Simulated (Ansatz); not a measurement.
## Nudged elastic band run: Si16Ge

input.yaml

```yaml
crystal:
  lattice:
    - [0.0, 5.43, 5.43]
    - [5.43, 0.0, 5.43]
    - [5.43, 5.43, 0.0]
  atoms:
    - { symbol: Si, position: [-0.00304337, 0.00273593, 0.00282218] }
    - { symbol: Si, position: [0.12735981, 0.12368085, 0.12371697] }
    - { symbol: Si, position: [-0.0052099, 0.00491486, 0.4944762] }
    - { symbol: Si, position: [0.12263301, 0.136504, 0.61733256] }
    - { symbol: Si, position: [-0.00506517, 0.49455801, 0.00484725] }
    - { symbol: Si, position: [0.12302357, 0.61724692, 0.13659382] }
    - { symbol: Si, position: [-2.037e-05, 0.49973093, 0.49981916] }
    - { symbol: Si, position: [0.11783676, 0.62261076, 0.6223087] }
    - { symbol: Si, position: [0.50000657, -0.00029636, -0.00025424] }
    - { symbol: Si, position: [0.62471442, 0.12364019, 0.12374475] }
    - { symbol: Si, position: [0.50516092, 0.00475345, 0.49462258] }
    - { symbol: Si, position: [0.62402539, 0.12430843, 0.62708958] }
    - { symbol: Si, position: [0.50531922, 0.49439812, 0.00500044] }
    - { symbol: Si, position: [0.6240529, 0.62704714, 0.12438459] }
    - { symbol: Si, position: [0.50318233, 0.49654382, 0.49661917] }
    - { symbol: Si, position: [0.63675814, 0.62222169, 0.62270128] }
    - { symbol: Ge, position: [0.24994919, 0.74977527, 0.74986551] }
basis:
  ecutwfc: 420.0
kpoints:
  mp_grid: { grid: [2, 2, 2] }
hamiltonian:
  xc: pbe
  pseudopotentials: { kind: paw, azcp: { folder: soft_1 } }
scf:
  occupations: { method: gaussian, width: 0.02 }
  lower_state_search: "off"
neb:
  images: 5
  f_tol: 0.05
  initial_path: idpp
  max_iterations: 60
  final_atoms:
    - { symbol: Si, position: [0.00142869, -0.00259522, 0.00138396] }
    - { symbol: Si, position: [0.12258045, 0.12751652, 0.12252412] }
    - { symbol: Si, position: [-0.01161003, 0.00172511, 0.50839897] }
    - { symbol: Si, position: [0.11987629, 0.13015866, 0.63068619] }
    - { symbol: Si, position: [0.00144508, 0.49991938, 0.00137012] }
    - { symbol: Si, position: [0.12535857, 0.62474241, 0.1252951] }
    - { symbol: Si, position: [0.00043684, 0.50086983, 0.49796873] }
    - { symbol: Si, position: [0.11992718, 0.61944753, 0.63064275] }
    - { symbol: Si, position: [0.50845398, 0.00160677, -0.01165559] }
    - { symbol: Si, position: [0.63069729, 0.13010793, 0.11986868] }
    - { symbol: Si, position: [0.50206873, 0.00780589, 0.50212454] }
    - { symbol: Si, position: [0.62518072, 0.1248877, 0.62513582] }
    - { symbol: Si, position: [0.49803265, 0.50085339, 0.000374] }
    - { symbol: Si, position: [0.63074989, 0.61939847, 0.11982227] }
    - { symbol: Si, position: [0.50219433, 0.48809422, 0.50202193] }
    - { symbol: Si, position: [0.6280152, 0.62207657, 0.62795178] }
    - { symbol: Ge, position: [0.37513767, 0.87492296, 0.37509783] }
  order_check: true
```

Run as:

```bash
$ ansatz run input.yaml --threads 1 --pin off --max-ram 3072MiB --backend cpu --events-out ev --progress --plain --runs-dir out
```

Output, in part (warnings, iteration lines):

```
NEB end point (image 0): max|allowed force component| = 5.487e-3 eV/Å (the criterion of neb.relax_end_points is 1.000e-2)
NEB end point (image 6): max|allowed force component| = 2.135e-2 eV/Å (the criterion of neb.relax_end_points is 1.000e-2)
NEB iter   1: max|band force component| = 2.730e0 eV/Å  barrier→ = 1.2227 eV  barrier← = 1.2224 eV  Δτ_max = 0.1726 Å  (64 SCF iters)
NEB iter   2: max|band force component| = 9.219e-1 eV/Å  barrier→ = 0.5786 eV  barrier← = 0.5784 eV  Δτ_max = 0.1862 Å  (38 SCF iters)
NEB iter   3: max|band force component| = 2.599e-1 eV/Å  barrier→ = 0.3927 eV  barrier← = 0.3925 eV  CI = image 3  Δτ_max = 0.1970 Å  (37 SCF iters)
NEB iter   4: max|band force component| = 5.025e-1 eV/Å  barrier→ = 0.4491 eV  barrier← = 0.4489 eV  CI = image 2  Δτ_max = 0.0985 Å  (37 SCF iters)
NEB iter   5: max|band force component| = 6.641e-1 eV/Å  barrier→ = 0.4385 eV  barrier← = 0.4382 eV  CI = image 2  Δτ_max = 0.2000 Å  (35 SCF iters)
NEB iter   6: max|band force component| = 8.517e-1 eV/Å  barrier→ = 0.5080 eV  barrier← = 0.5078 eV  CI = image 3  Δτ_max = 0.0998 Å  (37 SCF iters)
NEB iter   7: max|band force component| = 3.012e-1 eV/Å  barrier→ = 0.3802 eV  barrier← = 0.3800 eV  CI = image 3  Δτ_max = 0.0557 Å  (35 SCF iters)
NEB iter   8: max|band force component| = 1.020e-1 eV/Å  barrier→ = 0.3470 eV  barrier← = 0.3468 eV  CI = image 3  Δτ_max = 0.0486 Å  (29 SCF iters)
NEB iter   9: max|band force component| = 5.133e-1 eV/Å  barrier→ = 0.3433 eV  barrier← = 0.3431 eV  CI = image 4  Δτ_max = 0.0242 Å  (31 SCF iters)
NEB iter  10: max|band force component| = 2.502e-1 eV/Å  barrier→ = 0.3487 eV  barrier← = 0.3484 eV  CI = image 3  Δτ_max = 0.0486 Å  (32 SCF iters)
NEB iter  11: max|band force component| = 4.202e-1 eV/Å  barrier→ = 0.3441 eV  barrier← = 0.3439 eV  CI = image 4  Δτ_max = 0.0242 Å  (32 SCF iters)
NEB iter  12: max|band force component| = 1.344e-1 eV/Å  barrier→ = 0.3429 eV  barrier← = 0.3427 eV  CI = image 3  Δτ_max = 0.0437 Å  (29 SCF iters)
NEB iter  13: max|band force component| = 5.344e-2 eV/Å  barrier→ = 0.3429 eV  barrier← = 0.3427 eV  CI = image 3  Δτ_max = 0.0386 Å  (27 SCF iters)
NEB iter  14: max|band force component| = 4.060e-2 eV/Å  barrier→ = 0.3429 eV  barrier← = 0.3426 eV  CI = image 3  CI's point: of a kind that is not told: the force calls were inconclusive, a negative curvature could not be distinguished from the path's own, the only one lies far off the path, or fixed occupations may fill a level only in part  Δτ_max = 0.0000 Å  (412 SCF iters)
```

The forces met the threshold. By the program's own check the climbing image is of a kind that is not told: the force calls were inconclusive, a negative curvature could not be distinguished from the path's own, the only one lies far off the path, or fixed occupations may fill a level only in part (lowest curvatures found: -0.98 and 0.21 eV/Å²). Limits of this set-up: coarse k mesh.

Final band (atoms are numbered from 1 in the order of the input):

```
image  path coordinate (Å)  energy (eV)  Si6–Ge17 (Å)  Si9–Ge17 (Å)
    0                 0.00         0.00          2.42          4.70
    1                 0.47         0.08          2.46          4.32
    2                 0.94         0.29          2.54          3.90
    3                 1.41         0.34          2.80          3.41
    4                 2.07         0.34          3.49          2.75
    5                 2.74         0.15          4.15          2.49
    6                 3.40         0.00          4.70          2.43
```

The run took 12 min on 1 thread of Arm Neoverse V2 (shared host), peak memory 0.9 GiB.
